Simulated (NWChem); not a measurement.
A series in which one site is exchanged, each optimised at PBE0/def2-SVP with NWChem, gas phase unless a solvent is named. For some, no frequency run checked for a minimum. def2 effective core potentials on Bi; no spin-orbit coupling.

A: [BiH2][Br] (BiH₂Br; site = Br)
B: [BiH3] (BiH3; site = H)
C: [Cl][BiH2] (BiH₂Cl; site = Cl)
D: [BiH2][F] (BiH2F; site = F)

Values for A:

- dipole (D), PBE0/def2-SVP = 3.35
- orbital gap (eV), PBE0/def2-SVP = 5.48
- lowest singlet excitation, PBE/def2-SVPD, TDA (eV) = 3.82

How do these values change for the other members?


```tsv
change from A	B	C	D
dipole (D), PBE0/def2-SVP	-2.36	+0.10	+0.09
orbital gap (eV), PBE0/def2-SVP	+2.18	+0.40	+0.95
lowest singlet excitation, PBE/def2-SVPD, TDA (eV)	+2.19	+0.37	+0.88
```
